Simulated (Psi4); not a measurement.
Torsional profile of SMILES C=CC1CCCCC1 (C8H14). Scanned: dihedral C1–C2–C3–C4; all other coordinates were relaxed at GFN2-xTB.

Geometry of the scan point at 90° (Å):
```
22

C     -3.2760     0.2994    -0.1290
C     -2.0761     0.0728    -0.6306
C     -0.7788     0.0759     0.1281
C     -0.4891    -1.3369     0.6572
C      0.8663    -1.3826     1.3559
C      0.9183    -0.3715     2.4971
C      0.6164     1.0317     1.9797
C     -0.7476     1.0629     1.2966
H     -3.4349     0.5651     0.9018
H     -4.1613     0.2433    -0.7399
H     -1.9857    -0.1999    -1.6752
H      0.0227     0.3474    -0.5692
H     -0.5066    -2.0513    -0.1692
H     -1.2768    -1.6194     1.3591
H      1.6535    -1.1531     0.6335
H      1.0494    -2.3885     1.7405
H      0.1793    -0.6436     3.2546
H      1.9034    -0.3925     2.9684
H      0.6330     1.7447     2.8070
H      1.3891     1.3302     1.2669
H     -0.9653     2.0695     0.9332
H     -1.5125     0.7938     2.0265
```

Method: PBE-D3(BJ)/def2-SVP // GFN2-xTB run with Psi4.

Scanned values (°): -150, -120, -90, -60, -30, 0, 30, 60, 90, 120, 150, 180.

At which scan points does the profile have its minima and maxima, and how high do they lie?

Lower than their neighbours: -120° (0.0 kcal/mol), 0° (0.1 kcal/mol), 120° (0.1 kcal/mol). Higher than their neighbours: -60° (2.0 kcal/mol), 60° (2.2 kcal/mol), 180° (2.1 kcal/mol). The whole profile spans 2.2 kcal/mol.
